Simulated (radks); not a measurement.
The numbers below are computed, except where a source is named.
The iridium ion Ir64+, 13 electrons, occupied as [Ne] 3s2 3p1. Level of theory: scalar-relativistic Kohn-Sham, r2SCAN, spin-polarised, spherical densities, finite nucleus; open shells are filled with parallel spins first (spin-orbit coupling, left out, can overturn this in heavy ions); meta-GGA in the generalised Kohn-Sham scheme; Fermi nuclear charge, rms radius 5.4032 fm (a radial shooting solver on a logarithmic mesh with Libxc functionals).

Unscreened Slater integrals over Kohn-Sham orbitals (hartree). They are taken over the spin-up orbitals. Empty in this configuration: 3d.

integral     value
F0(3p,3p)   5.2199
F2(3p,3p)   2.6051
F0(3p,3s)   5.1656
G1(3p,3s)   3.3412
F0(3p,2p)   6.8966
F2(3p,2p)   1.8039
G0(3p,2p)  0.72447
G2(3p,2p)  0.80464
F0(3p,2s)   6.7176
G1(3p,2s)  0.57282
F0(3p,3d)   5.4817
F2(3p,3d)   2.6219
G1(3p,3d)   2.7116
G3(3p,3d)   1.8442
F0(3s,3s)   5.1269
F0(3s,2p)   6.6943
G1(3s,2p)  0.71184
F0(3s,2s)   6.5780
G0(3s,2s)  0.57633
F0(3s,3d)   5.4281
G2(3s,3d)   2.1063
F0(2p,2p)   13.979
F2(2p,2p)   6.6126
F0(2p,2s)   13.043
G1(2p,2s)   7.4840
F0(2p,3d)   7.4682
F2(2p,3d)   2.3526
G1(2p,3d)   2.2594
G3(2p,3d)   1.3047
F0(2s,2s)   12.461
F0(2s,3d)   7.3914
G2(2s,3d)   2.0048
F0(3d,3d)   5.9472
F2(3d,3d)   3.0995
F4(3d,3d)   2.0116

Derived for the open shells (J is the average intra-shell exchange parameter used in DFT+U). 3p: J = F2/5 = 0.5210 hartree.
